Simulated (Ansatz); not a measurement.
C₂H₅F₃OSi (`C[SiH2]OC(F)(F)F`). The species carries charge 0 and has multiplicity 1. All single points use the PBE0-D4/def2-TZVP geometry. It is one conformer, not always the lowest.

```xyz
12

C     0.617   -1.727    0.056
Si    0.832   -0.018   -0.623
O     0.177    1.122    0.433
C    -1.092    1.489    0.523
F    -1.318    2.081    1.690
F    -1.935    0.442    0.428
F    -1.440    2.348   -0.443
H     1.068   -1.812    1.048
H     1.103   -2.453   -0.602
H    -0.440   -1.988    0.132
H     0.172    0.140   -1.941
H     2.255    0.377   -0.699
```

Problem. What is the dipole moment at PBE/def2-TZVPP? (Estimate.)

Solution. Ansatz gave: 2.58 D, with components (1.37, -2.10, -0.62) D in this frame, pointing from negative to positive charge.

Problem. And with r2SCAN, B3LYP, ωB97M-V? (An estimate is asked.)

Solution. Ansatz gave: r2SCAN 2.63 D, B3LYP 2.67 D, ωB97M-V 2.64 D.

Problem. Give the Mulliken charges with PBE, r2SCAN, B3LYP in def2-TZVPP. (Estimate.)

Solution. The calculation gave: 
```tsv
atom	PBE	r2SCAN	B3LYP
C1	-0.36	-0.29	-0.37
Si2	0.38	0.47	0.46
O3	-0.27	-0.35	-0.34
C4	0.43	0.59	0.58
F5	-0.13	-0.17	-0.17
F6	-0.15	-0.19	-0.20
F7	-0.14	-0.18	-0.18
H8	0.12	0.09	0.11
H9	0.11	0.08	0.10
H10	0.12	0.09	0.12
H11	-0.05	-0.06	-0.06
H12	-0.06	-0.07	-0.07
```

B3LYP here is the variant with VWN-RPA as its local correlation; programs differ in this.
